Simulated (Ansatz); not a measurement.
Two isomers of C3H7AlO: A = `C=CC[O][AlH2]`, B = `C/[C]([AlH2])=C\O`.

Gas-phase electronic energies from Ansatz, PBE0-D4/def2-TZVP geometries. CCSD(T)/CBS is the MP2 limit (def2-TZVPP, def2-QZVPP) plus CCSD(T) − MP2 in def2-TZVPP, frozen cores. DFT in def2-TZVPP. B3LYP here is the variant with VWN-RPA as its local correlation; programs differ in this. One conformer a species, not always the lowest.

Which is lower in electronic energy at CCSD(T)/CBS, and by how much? (Estimate.)

Computed: A, by 91.1 kJ/mol.

Give E(B) − E(A) in kJ/mol with PBE-D4, B2PLYP, MP2/def2-TZVPP, r2SCAN-D4, B3LYP-D4, PBE0-D4, B3LYP. (Best estimate.)

Computed: PBE-D4 68.7, B2PLYP 92.5, MP2/def2-TZVPP 87.5, r2SCAN-D4 78.0, B3LYP-D4 89.9, PBE0-D4 74.0, B3LYP 92.4. None reverses the order clearly.

Largest T1 diagnostic: 0.013.

In def2-TZVPP, CCSD(T) changes the Hartree–Fock value by −19.8 kJ/mol (the triples alone add −4.8 kJ/mol) and MP2 by −23.5 kJ/mol. From PBE to PBE0 (25 % exact exchange), in def2-TZVPP and without D4, E(B) − E(A) moves by +5.0 kJ/mol.
